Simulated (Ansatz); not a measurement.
Total energies of [AuF4]- (AuF4⁻) from Ansatz at PBE-D4/def2-TZVPD, gas phase (1 Eh = 27.2114 eV = 2625.5 kJ/mol). The reference geometry is relaxed at PBE0-D4/def2-SVPD.

```
atom   x (Å)   y (Å)   z (Å)
 Au1   0.000   0.000   0.000
  F2  -1.721  -0.518  -0.712
  F3  -0.662   1.793   0.295
  F4   1.721   0.518   0.712
  F5   0.662  -1.793  -0.295
```

```tsv
state	geometry	energy (Eh)
charge -1 singlet	reference	-535.06014
charge 0 doublet	reference	-534.85332
charge 0 doublet	relaxed at PBE0-D4/def2-SVPD	-534.85400
charge -1 triplet	relaxed at PBE0-D4/def2-SVPD	-534.98326
```

In the def2 sets Au takes a core potential; there is no spin–orbit coupling.

Task: Work out the vertical ionisation energy to the doublet.

Result: E(charge 0 doublet) − E(charge -1 singlet) = -534.85332 − (-535.06014) = 0.20682 Eh = 5.63 eV. For comparison, −ε of the highest occupied level is 2.19 eV at this level, 3.44 eV less.

Task: How much does the charge 0 doublet relax, and what is the adiabatic ionisation energy?

Result: Relaxation: -534.85332 − (-534.85400) = 0.00068 Eh = 0.02 eV. Adiabatic ionisation energy: 0.20614 Eh = 5.61 eV, without zero-point energy. 

Task: Which of the charge -1 states is lowest, and how far above it are the others?

Result: The singlet. triplet: -534.98326 − (-535.06014) = 0.07688 Eh = 201.8 kJ/mol.
